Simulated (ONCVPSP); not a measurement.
Before and after: ONCV potential for gallium

Ga (Z = 31), optimised norm-conserving Vanderbilt (ONCV), made with ONCVPSP 4.0.1 (PBE, scalar-relativistic). Core [Ar], reference 3d10 4s2 4p1. Waves: 4s: rc 1.80 bohr, ncon 4, nbas 9, qcut 3 1/bohr, 2 projectors, debl 2.9 Ha; 4p: rc 2.35 bohr, ncon 4, nbas 7, qcut 3.1 1/bohr, 2 projectors, debl 1.3 Ha; 3d: rc 0.80 bohr, ncon 5, nbas 9, qcut 18.4 1/bohr, 2 projectors, debl 0.5 Ha. Local part: polynomial inside 0.65 bohr (lpopt 5, dvloc0 0 Ha). Core correction: none.

In the d channel the program set the typed energies aside and used -0.704, 0.250 Ha.

All-electron outer shells of the reference configuration (PBE, scalar-relativistic, ld1.x):

```json
{"shell": "3s", "level (eV)": "-148.13", "outermost node (bohr)": "0.27", "outermost maximum (bohr)": "0.56"}
{"shell": "3p", "level (eV)": "-98.86", "outermost node (bohr)": "0.24", "outermost maximum (bohr)": "0.56"}
{"shell": "3d", "level (eV)": "-19.15", "outermost node (bohr)": "–", "outermost maximum (bohr)": "0.53"}
{"shell": "4s", "level (eV)": "-8.95", "outermost node (bohr)": "0.81", "outermost maximum (bohr)": "1.90"}
{"shell": "4p", "level (eV)": "-2.58", "outermost node (bohr)": "0.87", "outermost maximum (bohr)": "2.53"}
```

Change: local potential polynomial inside 0.70 bohr (lpopt 5, dvloc0 -1 Ha).

Cutoffs: the cutoffs (Ha) at which the residual kinetic energy of the hardest occupied pseudo-wave falls to 1 and 0.1 mHa per electron; they do not see the model core or the augmentation charge, which bear on the density cutoff. Errors are all-electron minus pseudo energies relative to the spin-unpolarised reference configuration.

What does the change do?

The potential gets neither clearly harder nor softer (149 Ha and 170 Ha → 149 Ha and 170 Ha); both files keep a bound ghost (p, s); of the 3 tests that both files solve, the error grows in 0 and shrinks in 1 by more than 15 % and 0.3 meV (median size 1.8 → 1.3 meV).

| quantity | base | changed |
| --- | --- | --- |
| cutoff, loose | 149 Ha | 149 Ha |
| cutoff, tight | 170 Ha | 170 Ha |
| bound ghosts | s, p | s, p |
| GHOST(+) flags under 300 eV | none | none |
| tests with a reliable result | 3 of 4 | 3 of 4 |
| error for 3d10 4s2 4p0, meV [ΔE 5.69 eV] | -0.9 | -1.0 |
| error for 3d10 4s1 4p0, meV [ΔE 26.82 eV] | +5.7 | +5.3 |
| error for 3d10 4s1 4p1, meV [ΔE 13.06 eV] | +1.8 | +1.3 |
| s: phases at 1.82 bohr within 0.05 rad from the reference energy up to (Ha; the scan ends near 5) | 4.6 | 4.6 |
| p: phases at 2.39 bohr within 0.05 rad from the reference energy up to (Ha; the scan ends near 5) | to the end of the scan | to the end of the scan |
| d: phases at 0.81 bohr within 0.05 rad from the reference energy up to (Ha; the scan ends near 5) | to the end of the scan | to the end of the scan |

 A true bound ghost makes a file unfit for plane-wave use even where its test errors are small: the radial tests pick states by their node count and pass the ghost by.
